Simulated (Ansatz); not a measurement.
`CCCCCSC` + H₂ → `CCCSC` + `CC`  (hydrogenolysis of a C–C bond)

Computed with Ansatz on PBE0-D4/def2-TZVP structures; ΔE is electronic, products minus reactants. CBS: MP2 limit from def2 TZ/QZ plus the TZ coupled-cluster correction, frozen cores. This one scheme is used for every species. Each species was taken in one conformer, which may not be the lowest.

`CCCCCSC`:

Cartesian coordinates in Å:
```
C 1.261 2.117 -0.642
C 0.085 1.670 -1.496
C -0.371 0.243 -1.223
C -0.966 0.037 0.160
C -1.400 -1.393 0.434
S -0.077 -2.623 0.446
C 0.828 -2.115 1.912
H 1.008 2.143 0.421
H 2.111 1.439 -0.763
H 1.595 3.119 -0.920
H -0.757 2.358 -1.351
H 0.362 1.753 -2.553
H 0.473 -0.443 -1.354
H -1.117 -0.047 -1.971
H -1.843 0.686 0.279
H -0.256 0.353 0.931
H -2.086 -1.739 -0.345
H -1.936 -1.460 1.386
H 0.176 -2.098 2.788
H 1.301 -1.140 1.786
H 1.609 -2.859 2.073
```

H₂:

Z-matrix (Å, degrees):
```
H
H 1 0.746
```

`CCCSC`:

Cartesian coordinates in Å:
```
C 0.982 1.485 0.863
C -0.093 1.113 -0.141
C 0.313 -0.009 -1.084
S 0.643 -1.605 -0.307
C -1.017 -2.069 0.201
H 1.888 1.830 0.356
H 0.646 2.286 1.524
H 1.255 0.625 1.478
H -0.350 1.986 -0.752
H -1.014 0.835 0.382
H -0.443 -0.158 -1.861
H 1.248 0.246 -1.593
H -1.696 -2.088 -0.653
H -0.950 -3.075 0.616
H -1.412 -1.404 0.971
```

`CC`:

Z-matrix (Å, degrees):
```
C
C 1 1.519
H 1 1.093 2 111.4
H 1 1.093 2 111.4 3 120.0
H 1 1.093 2 111.4 3 -120.0
H 2 1.093 1 111.4 3 180.0
H 2 1.093 1 111.4 3 -60.0
H 2 1.093 1 111.4 3 60.0
```

| species | MP2/CBS(def2) energy (Eh) |
| --- | --- |
| `CCCCCSC` | -634.39628 |
| H₂ | -1.16771 |
| `CCCSC` | -555.91022 |
| `CC` | -79.67486 |

Problem. Work out ΔE.

Solution. ΔE = (-555.91022) + (-79.67486) − (-634.39628) − (-1.16771) = -0.02109 Eh = -55.4 kJ/mol. CCSD(T)/CBS gives -59.7 kJ/mol.

Largest T1 diagnostic among the species: 0.009.

In def2-TZVPP, CCSD(T) changes the Hartree–Fock value by +27.8 kJ/mol (the triples alone add +5.1 kJ/mol) and MP2 by +32.1 kJ/mol. The D4 term adds +13.9 kJ/mol with B3LYP and +8.3 kJ/mol with PBE0; it sums over pairs of atoms, weighted by their polarisabilities, and B3LYP, whose exchange is more repulsive, gets the larger term.

B3LYP here is the variant with VWN-RPA as its local correlation; programs differ in this.
